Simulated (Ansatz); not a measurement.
Ansatz (a quantum-chemistry and plane-wave program) input (HF/6-31G* with LANL2DZ past Ar): The .json file joins the Basis Set Exchange's 6-31G* for atoms up to Ar and LANL2DZ past it.

Ansatz 0.2 input:
```yaml
crystal:
  periodic: [false, false, false]
  atoms:
    - {symbol: C, position_ang: [0.15273086, -0.08468362, 1.21441901]}
    - {symbol: Br, position_ang: [0.95903041, 1.48206495, -0.12351060]}
    - {symbol: Br, position_ang: [-0.98521285, -1.46754776, -0.08467552]}
basis:
  gaussian:
    orbitals: 6-31Gs+LANL2DZ.json
hamiltonian:
  xc: {name: HF}
total_charge: -1
magnetization: {spin_polarized: true, initial_magnetization: 1}
phonons: {temperatures: {t_min: 298.15, t_max: 298.15, t_step: 100}}
```

Output:

```
Functional definition: HF
integrals: 0.00 GiB planned
447 factors; integrals over basis functions are off by at most 1.8e-4 eV
mean field: 0.06 GiB planned
mean field evaluation 1: about -1731.3082 eV, gradient 1.2e1 eV
mean field evaluation 2: about -1731.3122 eV, gradient 1.2e1 eV
mean field evaluation 4: about -1732.4991 eV, gradient 1.7e0 eV
mean field evaluation 8: about -1732.5518 eV, gradient 1.2e-2 eV
mean field evaluation 16: about -1732.3360 eV, gradient 1.4e0 eV
mean field evaluation 32: about -1732.1439 eV, gradient 2.1e0 eV
mean field evaluation 64: about -1720.7545 eV, gradient 2.0e1 eV
mean field -1732.55182528 eV, -63.6701052131 hartree, gradient 2.7e-5 eV, S^2 0.768273; 0 other end points of the search recorded, 0 dependent functions left out
the calculation of the forces begins
reference -1732.55182528 eV, -63.6701052131 hartree; 11, 10 occupied and 20, 21 virtual orbitals, 447 factors
these checks for a lower state are left out or cut short: stability, starts, cluster_reference, orbital_swaps, neighbouring_geometries, increment
integrals: 0.00 GiB planned
447 factors; integrals over basis functions are off by at most 1.8e-4 eV
mean field: 0.06 GiB planned
mean field -1732.55181192 eV, -63.6701047221 hartree, gradient 2.3e-6 eV, S^2 0.768346; 0 other end points of the search recorded, 0 dependent functions left out
the calculation of the forces begins
reference -1732.55181192 eV, -63.6701047221 hartree; 11, 10 occupied and 20, 21 virtual orbitals, 447 factors
these checks for a lower state are left out or cut short: stability, starts, cluster_reference, orbital_swaps, neighbouring_geometries, increment
integrals: 0.00 GiB planned
447 factors; integrals over basis functions are off by at most 1.8e-4 eV
mean field: 0.06 GiB planned
mean field evaluation 96: about -1732.5518 eV, gradient 2.2e-6 eV
mean field -1732.55181405 eV, -63.6701048006 hartree, gradient 2.2e-6 eV, S^2 0.768201; 0 other end points of the search recorded, 0 dependent functions left out
the calculation of the forces begins
reference -1732.55181405 eV, -63.6701048006 hartree; 11, 10 occupied and 20, 21 virtual orbitals, 447 factors
these checks for a lower state are left out or cut short: stability, starts, cluster_reference, orbital_swaps, neighbouring_geometries, increment
integrals: 0.00 GiB planned
447 factors; integrals over basis functions are off by at most 1.8e-4 eV
mean field: 0.06 GiB planned
mean field -1732.55181216 eV, -63.6701047312 hartree, gradient 2.1e-6 eV, S^2 0.768338; 0 other end points of the search recorded, 0 dependent functions left out
the calculation of the forces begins
reference -1732.55181216 eV, -63.6701047312 hartree; 11, 10 occupied and 20, 21 virtual orbitals, 447 factors
these checks for a lower state are left out or cut short: stability, starts, cluster_reference, orbital_swaps, neighbouring_geometries, increment
integrals: 0.00 GiB planned
447 factors; integrals over basis functions are off by at most 1.8e-4 eV
mean field: 0.06 GiB planned
mean field -1732.55181564 eV, -63.6701048591 hartree, gradient 2.2e-6 eV, S^2 0.768209; 0 other end points of the search recorded, 0 dependent functions left out
the calculation of the forces begins
reference -1732.55181564 eV, -63.6701048591 hartree; 11, 10 occupied and 20, 21 virtual orbitals, 447 factors
these checks for a lower state are left out or cut short: stability, starts, cluster_reference, orbital_swaps, neighbouring_geometries, increment
integrals: 0.00 GiB planned
447 factors; integrals over basis functions are off by at most 1.8e-4 eV
mean field: 0.06 GiB planned
mean field -1732.55182196 eV, -63.6701050911 hartree, gradient 1.3e-6 eV, S^2 0.768228; 0 other end points of the search recorded, 0 dependent functions left out
the calculation of the forces begins
reference -1732.55182196 eV, -63.6701050911 hartree; 11, 10 occupied and 20, 21 virtual orbitals, 447 factors
these checks for a lower state are left out or cut short: stability, starts, cluster_reference, orbital_swaps, neighbouring_geometries, increment
integrals: 0.00 GiB planned
447 factors; integrals over basis functions are off by at most 1.8e-4 eV
mean field: 0.06 GiB planned
mean field -1732.55182060 eV, -63.6701050412 hartree, gradient 2.1e-6 eV, S^2 0.768318; 0 other end points of the search recorded, 0 dependent functions left out
the calculation of the forces begins
reference -1732.55182060 eV, -63.6701050412 hartree; 11, 10 occupied and 20, 21 virtual orbitals, 447 factors
Total energy: -1732.55182528 eV, -63.6701052131 hartree
Atom 0 at     0.152731    -0.084684     1.214419 Å, force    -0.000094     0.000052    -0.000745 eV/Å
Atom 1 at     0.959030     1.482065    -0.123511 Å, force    -0.000345    -0.000621     0.000381 eV/Å
Atom 2 at    -0.985213    -1.467548    -0.084676 Å, force     0.000439     0.000569     0.000365 eV/Å
Dipole moment:    -0.006463     0.003584    -0.051393 e Å
Vibrations: 117.44 318.72 440.41 cm⁻¹, zero-point energy 0.054341 eV
```

The blocks after the first are displaced geometries, from whose forces the wavenumbers follow.

The dipole moment of an ion depends on the origin.
